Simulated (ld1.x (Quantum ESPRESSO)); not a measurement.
## Scattering properties, PAW potential for Mo

- Element: Mo (Z = 42)
- Generator: ld1.x (Quantum ESPRESSO) 7.5
- Type: PAW
- Functional: PBE
- Relativity: fully relativistic
- Frozen core: [Ar] 3d10
- Valence charge: 14
- Reference configuration: 4s2 4p6 4d5 5s0 5p0 (charge +1)
- Partial waves: 4s (bound): rcut 1.65, rcutus 1.90 bohr; 5s (bound, empty): rcut 1.65, rcutus 1.90 bohr; 4p (bound): rcut 1.65, rcutus 1.75 bohr; 5p (bound, empty): rcut 1.65, rcutus 1.75 bohr; 4d (bound): rcut 2.15, rcutus 2.65 bohr; 4d channel at 0.15 Ry: rcut 2.15, rcutus 2.65 bohr
- Local potential: all-electron potential smoothed inside 1.70 bohr (lloc = -1)
- Core correction: Bessel-smoothed model core, default radius (core density twice the valence density)
- Augmentation charge: BESSEL, radius 1.30 bohr

Open shells are filled in proportion to 2j + 1 (rel_dist='average').

The phase is arctan(r·u′/u) with u = r·R(r), unwrapped; energies in Ry, scanned from -7 to 5 Ry. A pole is an energy at which the radial function vanishes at the test radius. The pseudo phase is shifted by a multiple of π to meet the all-electron one at the reference energy, and phase errors are pseudo minus all-electron; the curves can meet again beyond the range given. Levels narrower than the energy grid can be missing from the lists of poles.

```tsv
channel	radius (bohr)	reference energy (Ry)	poles, all-electron	poles, pseudo	unbroken range about the reference energy with phases within 0.05 rad	phase error 1 Ry above the reference energy (rad)
s	2.91	-0.72	-5.21, 1.19	-5.21, 1.19	below 4.2	+0.000
p1/2	2.91	-0.44	-3.42, 2.16	-3.42, 2.16	the whole range	+0.000
p3/2	2.91	-0.43	-3.23, 2.29	-3.23, 2.30	the whole range	+0.001
d3/2	2.91	-0.77	-0.46, 4.22	-0.47	-1.0 to 0.2	-0.014
d5/2	2.91	-0.76	-0.44, 4.25	-0.45	below 0.6	+0.014
```

The ghost test of this file was not conclusive.

Phases in the s channel:

```
E (Ry)  all-electron  pseudo
 -7.00         1.426   1.426
 -6.48         1.418   1.418
 -5.96         1.407   1.407
 -5.44         1.384   1.384
 -4.92        -1.737  -1.737
 -4.40        -1.759  -1.759
 -3.88        -1.779  -1.779
 -3.36        -1.805  -1.805
 -2.84        -1.840  -1.840
 -2.32        -1.896  -1.896
 -1.80        -1.998  -1.998
 -1.28        -2.247  -2.247
 -0.76        -3.174  -3.174
 -0.24        -4.242  -4.242
  0.28        -4.537  -4.537
  0.80        -4.657  -4.657
  1.32        -4.728  -4.727
  1.84        -4.782  -4.782
  2.36        -4.836  -4.835
  2.88        -4.901  -4.899
  3.40        -5.004  -4.998
  3.92        -5.229  -5.209
  4.44        -6.025  -5.926
  4.96        -7.200  -7.141
```
